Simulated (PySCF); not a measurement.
Excitations are Tamm–Dancoff values on a coarser integration grid. The basis has no diffuse functions, so Rydberg states are missing or too high.

**[Ga(H)3(CH3CN)] (charge 0, multiplicity 1)**

These are PBE-D3(BJ)/def2-TZVP // PBE0-D3(BJ)/def2-SVP in PySCF values and carry that method's errors.

HOMO: -6.09 eV
dipole moment: 7.42 D
HOMO–LUMO gap: 4.52 eV
LUMO: -1.57 eV
S1 excitation (TDA): 4.52 eV
S1 oscillator strength: 0.000
brightest of the four lowest singlets (TDA): 4.90 eV
charge on the central atom (Mulliken): 0.06 e
charge on the central atom (meta-Löwdin): -0.03 e
total energy: -56027.73 eV
cost: about 10 core-minutes (a rough figure)

```xyz
10

Ga     0.0021     0.0057     0.0050
H     -1.4100     0.5861    -0.3996
H      0.0501    -1.2018     1.0220
H      1.1983     0.1736    -1.0125
C      1.2539     3.4323     3.0281
C      0.8716     2.3856     2.1047
N      0.5673     1.5526     1.3699
H      0.7538     4.3722     2.7541
H      2.3426     3.5804     2.9937
H      0.9606     3.1532     4.0502
```
